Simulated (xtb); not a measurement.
C$_{2}$H$_{6}$Be, singlet, from a rough starting geometry (GFN-xTB shapes and energies of metal compounds can be far from the true ones); GFN2-xTB (xtb).

Here is a job for xtb.
```
$ xtb mol.xyz --gfn 2 --opt vtight --json

# file mol.xyz
9

Be    -0.02390352     0.04109196    -0.06324409
C      1.34010609     0.17222431    -1.14116658
H      2.05497094    -0.65188985    -1.03654828
H      1.93749934     1.06525733    -0.93653933
H      1.07631454     0.19194034    -2.08433731
C     -1.31960783    -0.14895168     1.04292580
H     -1.90138258    -1.10824380     0.88349729
H     -2.05681727     0.57004693     1.00302043
H     -1.08857269    -0.22834763     2.07222372
```

What the program printed (banner, timings and long lists left out):

```
   ID    Z sym.   atoms
    1    4 Be     1
    2    6 C      2, 6
    3    1 H      3-5, 7-9

           -------------------------------------------------
          |                Calculation Setup                |
           -------------------------------------------------

           -------------------------------------------------
          |                 G F N 2 - x T B                 |
           -------------------------------------------------

          ...................................................
          :                      SETUP                      :
          :.................................................:
          :  # basis functions                  18          :
          :  # atomic orbitals                  18          :
          :  # shells                           12          :
          :  # electrons                        16          :
          :  max. iterations                   250          :
          :  Hamiltonian                  GFN2-xTB          :
          :  restarted?                      false          :
          :  GBSA solvation                  false          :
          :  PC potential                    false          :
          :  electronic temp.          300.0000000     K    :
          :  accuracy                    1.0000000          :
          :  -> integral cutoff          0.2500000E+02      :
          :  -> integral neglect         0.1000000E-07      :
          :  -> SCF convergence          0.1000000E-05 Eh   :
          :  -> wf. convergence          0.1000000E-03 e    :
          :  Broyden damping             0.4000000          :
          :  net charge                          0          :
          :  unpaired electrons                  0          :
          ...................................................

 iter      E             dE          RMSdq      gap      omega  full diag
   1     -0.8542691 -0.854269E+00  0.141E+01    1.49       0.0  T
   2     -5.3810664 -0.452680E+01  0.215E+01   13.33       1.0  T
   3     -5.8516223 -0.470556E+00  0.153E+01   12.70       1.0  T
   4      2.1967135  0.804834E+01  0.153E+01    1.28       1.0  T
   5     -6.0949803 -0.829169E+01  0.162E+01    1.84       1.0  T
   6     -7.2845385 -0.118956E+01  0.494E+00   10.62       1.0  T
   7     -7.2531182  0.314203E-01  0.482E+00   10.83       1.0  T
   8     -7.4587447 -0.205626E+00  0.475E+00    9.70       1.0  T
   9     -7.7535472 -0.294803E+00  0.458E+00    7.94       1.0  T
[...]
         :: total energy              -7.942042664599 Eh    ::
 * total energy  :    -7.9420427 Eh     change       -0.9081488E-08 Eh
 * total energy  :    -7.9543177 Eh     change       -0.1227504E-01 Eh
 * total energy  :    -7.9552798 Eh     change       -0.9620695E-03 Eh
 * total energy  :    -7.9553414 Eh     change       -0.6166392E-04 Eh
 * total energy  :    -7.9553465 Eh     change       -0.5078852E-05 Eh
 * total energy  :    -7.9553483 Eh     change       -0.1753074E-05 Eh
 * total energy  :    -7.9553495 Eh     change       -0.1237006E-05 Eh
 * total energy  :    -7.9553499 Eh     change       -0.3460629E-06 Eh
 * total energy  :    -7.9553500 Eh     change       -0.1677687E-06 Eh
 * total energy  :    -7.9553501 Eh     change       -0.8298167E-07 Eh
   *** GEOMETRY OPTIMIZATION CONVERGED AFTER 10 ITERATIONS ***
         :: total energy              -7.955350116384 Eh    ::
[...]
     3   1 H        0.924     0.017     2.777     2.606
     4   1 H        0.924     0.017     2.777     2.606
     5   1 H        0.924     0.017     2.777     2.606
     6   6 C        3.612    -0.288    27.078     7.513
     7   1 H        0.924     0.017     2.777     2.606
     8   1 H        0.924     0.017     2.777     2.606
     9   1 H        0.924     0.017     2.777     2.606

 Mol. C6AA /au·bohr⁶  :        563.262860
 Mol. C8AA /au·bohr⁸  :      12798.047810
 Mol. α(0) /au        :         39.605294

Wiberg/Mayer (AO) data.
largest (>0.10) Wiberg bond orders for each atom

 ---------------------------------------------------------------------------
     #   Z sym  total        # sym  WBO       # sym  WBO       # sym  WBO
 ---------------------------------------------------------------------------
     1   4 Be   2.129 --     6 C    0.970     2 C    0.970
     2   6 C    3.887 --     1 Be   0.970     4 H    0.965     3 H    0.964
                             5 H    0.964
     3   1 H    1.000 --     2 C    0.964
     4   1 H    1.000 --     2 C    0.965
     5   1 H    1.000 --     2 C    0.964
     6   6 C    3.887 --     1 Be   0.970     9 H    0.964     8 H    0.964
                             7 H    0.964
     7   1 H    1.000 --     6 C    0.964
     8   1 H    1.000 --     6 C    0.964
     9   1 H    1.000 --     6 C    0.964
 ---------------------------------------------------------------------------

Topologies differ in total number of bonds
Writing topology from bond orders to xtbtopo.mol

molecular dipole:
                 x           y           z       tot (Debye)
 q only:        0.004       0.009       0.006
   full:        0.002       0.005       0.004       0.017
molecular quadrupole (traceless):
                xx          xy          yy          xz          yz          zz
 q only:       -1.857      -0.552       2.215       3.312       0.440      -0.358
  q+dip:       -0.484      -0.144       0.577       0.863       0.115      -0.093
   full:       -1.201      -0.357       1.433       2.142       0.285      -0.231

optimized geometry written to: xtbopt.xyz

           -------------------------------------------------
          | TOTAL ENERGY               -7.955350116384 Eh   |
          | GRADIENT NORM               0.000114288711 Eh/α |
          | HOMO-LUMO GAP               5.307418756211 eV   |
           -------------------------------------------------

normal termination of xtb
```
